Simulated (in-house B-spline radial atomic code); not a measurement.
Whole-atom quantities along the 18-electron series, configuration [Ne] 3s2 3p6. Breit and QED terms are first order and not part of the total energy; the density at the nucleus is averaged over the nuclear charge. Computed with a radial B-spline atomic code at the basis-set limit: Dirac-Hartree-Fock, average of the configuration, finite nuclei.

| ion | Z | E/Z² (Eh) | Σ<r²> (bohr²) | n(0)/Z³ (bohr⁻³) | Lamb diamagnetic shielding (ppm) | repulsion over attraction | Breit energy (eV) | self-energy (eV) | vacuum polarisation (eV) | Dirac less non-relativistic energy (Eh) |
| --- | --- | --- | --- | --- | --- | --- | --- | --- | --- | --- |
| Ar | 18 | -1.6317 | 25.973 | 0.73767 | 1245.66 | 0.15995 | 3.5977 | 2.5424 | -0.17652 | -1.8663 |
| K+ | 19 | ? | ? | ? | ? | ? | ? | ? | ? | ? |
| Ca2+ | 20 | -1.6978 | 15.372 | 0.76321 | 1424.31 | 0.14995 | 5.1899 | 3.6932 | -0.27017 | -2.9496 |
| Sc3+ | 21 | -1.7276 | 12.533 | 0.77629 | 1513.62 | 0.14498 | 6.1431 | 4.3879 | -0.32905 | -3.6449 |
| Ti4+ | 22 | ? | ? | ? | ? | ? | ? | ? | ? | ? |
| V5+ | 23 | -1.7816 | 8.8868 | 0.80421 | 1692.61 | 0.13554 | 8.3969 | 6.045 | -0.47529 | -5.4052 |
| Cr6+ | 24 | -1.8062 | 7.658 | 0.81873 | 1782.38 | 0.13112 | 9.7106 | 7.0197 | -0.56458 | -6.4974 |
| Mn7+ | 25 | -1.8293 | 6.6762 | 0.83359 | 1872.37 | 0.12692 | 11.158 | 8.1001 | -0.666 | -7.7502 |
| Fe8+ | 26 | -1.8511 | 5.8772 | 0.84922 | 1962.6 | 0.12292 | 12.745 | 9.2926 | -0.78066 | -9.1795 |
| Co9+ | 27 | -1.8717 | 5.217 | 0.86522 | 2053.11 | 0.11913 | 14.48 | 10.604 | -0.9097 | -10.801 |
| Ni10+ | 28 | -1.8912 | 4.6642 | 0.88249 | 2143.9 | 0.11553 | 16.368 | 12.04 | -1.0543 | -12.633 |
| Cu11+ | 29 | -1.9096 | 4.1964 | 0.899 | 2235 | 0.11212 | 18.416 | 13.609 | -1.2158 | -14.692 |
| Zn12+ | 30 | -1.9272 | 3.7965 | 0.91684 | 2326.43 | 0.10888 | 20.632 | 15.316 | -1.3956 | -16.998 |
| Ga13+ | 31 | ? | ? | ? | ? | ? | ? | ? | ? | ? |
| Ge14+ | 32 | -1.9599 | 3.1522 | 0.95372 | 2510.35 | 0.10287 | 25.594 | 19.178 | -1.8153 | -22.429 |
| As15+ | 33 | -1.9752 | 2.8903 | 0.97394 | 2602.86 | 0.10009 | 28.354 | 21.346 | -2.0585 | -25.597 |
| Se16+ | 34 | -1.9898 | 2.6598 | 0.99462 | 2695.78 | 0.097439 | 31.31 | 23.683 | -2.3259 | -29.095 |
| Br17+ | 35 | -2.0039 | 2.4558 | 1.0165 | 2789.11 | 0.094914 | 34.468 | 26.196 | -2.6193 | -32.947 |
| Kr18+ | 36 | -2.0174 | 2.2744 | 1.0392 | 2882.88 | 0.092505 | 37.835 | 28.893 | -2.9406 | -37.178 |
| Rb19+ | 37 | -2.0304 | 2.1123 | 1.063 | 2977.1 | 0.090206 | 41.42 | 31.784 | -3.2916 | -41.813 |

(1) Fill in the row of K+.

(2) Fill in the row of Ti4+.

(3) Fill in the row of Ga13+.

(4) With what power of Z does the column «Σ<r²> (bohr²)» change over this range?

Results:

(1) E/Z² (Eh): -1.6659; Σ<r²> (bohr²): 19.479; n(0)/Z³ (bohr⁻³): 0.75034; Lamb diamagnetic shielding (ppm): 1335.03; repulsion over attraction: 0.15499; Breit energy (eV): 4.3436; self-energy (eV): 3.08; vacuum polarisation (eV): -0.21961; Dirac less non-relativistic energy (Eh): -2.3606.

(2) E/Z² (Eh): -1.7555; Σ<r²> (bohr²): 10.46; n(0)/Z³ (bohr⁻³): 0.7899; Lamb diamagnetic shielding (ppm): 1603.04; repulsion over attraction: 0.14016; Breit energy (eV): 7.2099; self-energy (eV): 5.1698; vacuum polarisation (eV): -0.39711; Dirac less non-relativistic energy (Eh): -4.459.

(3) E/Z² (Eh): -1.944; Σ<r²> (bohr²): 3.4517; n(0)/Z³ (bohr⁻³): 0.93502; Lamb diamagnetic shielding (ppm): 2418.21; repulsion over attraction: 0.1058; Breit energy (eV): 23.023; self-energy (eV): 17.17; vacuum polarisation (eV): -1.5949; Dirac less non-relativistic energy (Eh): -19.57.

(4) A fit of the logarithm of its size against log Z from Z = 18 to 37 has slope -3.34. Unscreened non-relativistic hydrogenic orbitals would give -2.
